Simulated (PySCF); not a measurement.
Work out the structure from these simulated measurements.

Formula: C6H5NO.

| Item | Value |
| --- | --- |
| UV, first state | lowest singlet excitation: 4.39 eV (282 nm, f = 0.001) [TDDFT PBE0/def2-SVPD] |
| Polarisability | 71.8 au [PBE0/def2-SVPD] |
| 13C NMR | chemical shifts (computed TMS as zero) by class: 202.4 (1 C), 119.4 (1 C), 82.5 (1 C), 82.1 (1 C), 34.9 (1 C), 31.6 (1 C) ppm [GIAO PBE0/pcSseg-1] |
| NMR, other nuclei | isotropic shieldings of nuclei other than C and H, by class: -42 (1 N), -365 (1 O) ppm [GIAO PBE0/pcSseg-1] |
| Triplet | lowest triplet excitation (Tamm–Dancoff): 3.81 eV [TDA PBE0/def2-SVPD] |
| Rotational structure | rotational constants A, B, C: 2.219, 2.129, 1.275 GHz [GFN2-xTB] |
| Dipole | 2.56 D [PBE0/def2-SVPD] |

Electronic properties: PySCF, gas phase, density fitting. Levels stand in brackets. Isolated species at its GFN2-xTB geometry (one conformer only). NMR values are class means; diastereotopic atoms form classes of their own.

Q: Propose a structure and show how it fits.

A: Numbering: `[CH:1]#[C:2][CH2:3][C:4](=[O:5])[CH2:6][C:7]#[N:8]`. Its formula, C6H5NO, gives 5 degrees of unsaturation: 0 rings and 5 π bonds in the structure found. 6 carbons fall into 6 classes; from least to most shielded: ketone carbonyl carbon [C4] (202.4 ppm), nitrile carbon [C7] (119.4 ppm), terminal alkyne carbon [C1] (82.5 ppm), alkyne carbon [C2] (82.1 ppm), sp3 carbon next to a carbonyl [C3] (34.9 ppm), sp3 carbon next to a carbonyl [C6] (31.6 ppm). The other shieldings belong to: -42 ppm, nitrile nitrogen [N8]; -365 ppm, ketone oxygen [O5]. S1 is mainly HOMO→LUMO (weight 0.87); the largest Löwdin shares of the orbital it empties are 0.37 on the ketone oxygen, 0.16 on the terminal alkyne carbon, 0.13 on the alkyne carbon and 0.09 on the ketone carbonyl carbon, of the orbital it fills 0.37 on the ketone carbonyl carbon, 0.33 on the ketone oxygen and 0.07 on each of 2 atoms of one kind (sp3 carbon next to a carbonyl). The optimised geometry has point group C1 and is an asymmetric top. Structure: `C(C#C)C(=O)CC#N`. Computed isomers that give other values at the same levels: `O=Cc1ccncc1` (13C chemical shifts (computed TMS as zero) by class: 197.4 (1 C), 157.4 (2 C), 145.6 (1 C), 128.0 (2 C) ppm); `O=Cc1ccccn1` (13C chemical shifts (computed TMS as zero) by class: 201.2 (1 C), 157.4 (1 C), 155.7 (1 C), 142.8 (1 C), 133.0 (1 C), 128.5 (1 C) ppm); `O=Nc1ccccc1` (rotational constant A: 5.328 GHz; this holds for the one conformer computed). The assignments are read from this structure; whether some other isomer fits the data as well wasn't checked.

Conformer computed: `[CH:1]#[C:2][CH2:3][C:4](=[O:5])[CH2:6][C:7]#[N:8]`: C2–C3–C4–O5 -141°, C3–C4–C6–C7 50°.
